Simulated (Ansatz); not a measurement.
```yaml
crystal:
  periodic: [false, false, false]
  atoms:
    - {symbol: C, position_ang: [2.706567, -1.363582, 0.002669]}
    - {symbol: C, position_ang: [1.791478, -0.572803, -0.082278]}
    - {symbol: Si, position_ang: [0.377367, 0.581197, -0.146699]}
    - {symbol: C, position_ang: [-1.186786, -0.296413, 0.309828]}
    - {symbol: Cl, position_ang: [0.241499, 1.310621, -2.061506]}
    - {symbol: H, position_ang: [0.675087, 1.724079, 0.744325]}
    - {symbol: H, position_ang: [-1.108745, -0.693567, 1.324994]}
    - {symbol: H, position_ang: [-2.034885, 0.390227, 0.266127]}
    - {symbol: H, position_ang: [-1.372979, -1.126156, -0.374558]}
basis:
  gaussian: {orbitals: 6-31G, fitting: {mean_field: cc-pVTZ-jkfit}, point_charges: [{charge: -1.00, position_ang: [5.388, -0.098, 0.859]}]}
magnetization: {spin_polarized: true, initial_magnetization: 1}
hamiltonian: {xc: {name: HF}}
correlation: {method: mp2, frozen_orbitals: {C: 0}}
accuracy: high
```

```sh
$ ansatz run in.yaml --threads 4 --pin off --events-out ev --progress --plain --max-ram 10444MiB
```

Shortened log:

```
Functional definition: HF
Error: "frozen_orbitals" has no count for Si
```

Question: What is wrong with this run?

Answer: Frozen orbitals are typed for one element alone, and the program wants a count for each. The input was rejected before any iteration.
